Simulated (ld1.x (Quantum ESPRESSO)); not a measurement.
**Ru: excitation energies, all-electron against TM**

ruthenium, norm-conserving Troullier–Martins (Kleinman–Bylander form), made with ld1.x (Quantum ESPRESSO) 7.5 (PBE, scalar-relativistic). Core [Ar] 3d10 4s2, reference 4p6 4d7 5s1 5p0. Waves: 4p (bound): rc 1.00 bohr; 4d (bound): rc 1.95 bohr; 5s (bound): rc 3.44 bohr. Local part: the s channel. Core correction: a·sin(br)/r model core inside 1.00 bohr.

Energies are relative to the spin-unpolarised reference configuration 4p6 4d7 5s1 5p0; without spin polarisation the order of configurations can differ from experiment.

```json
{"valence configuration": "4p6 4d7 5s0 5p0", "charge": "+1", "ΔE all-electron (eV)": "7.292", "error AE − PS (meV)": "-11"}
{"valence configuration": "4p6 4d6 5s0 5p0", "charge": "+2", "ΔE all-electron (eV)": "25.479", "error AE − PS (meV)": "-121"}
{"valence configuration": "4p6 4d7.5 5s0.5 5p0", "charge": "0", "ΔE all-electron (eV)": "-0.317", "error AE − PS (meV)": "-9.0"}
{"valence configuration": "4p6 4d6 5s1 5p1", "charge": "0", "ΔE all-electron (eV)": "5.653", "error AE − PS (meV)": "-661"}
{"valence configuration": "4p6 4d8 5s0 5p0", "charge": "0", "ΔE all-electron (eV)": "-0.333", "error AE − PS (meV)": "-33"}
{"valence configuration": "4p6 4d4 5s0 5p0", "charge": "+4", "ΔE all-electron (eV)": "100.614", "error AE − PS (meV)": "-1100"}
```

(1) What are ΔE and the potential's error for 4p6 4d5 5s0 5p0?

Answers

(1) ΔE = 56.101 eV all-electron; the error (AE − PS) is -481 meV.

These tests converged, but a pseudo level misses the all-electron one widely, so the file describes the atom poorly there or has found another state: 4p6 4d5 5s0 5p0: empty 5p by 2.6 eV (a node warning on the way); 4p6 4d4 5s0 5p0: empty 5p by 3.9 eV.
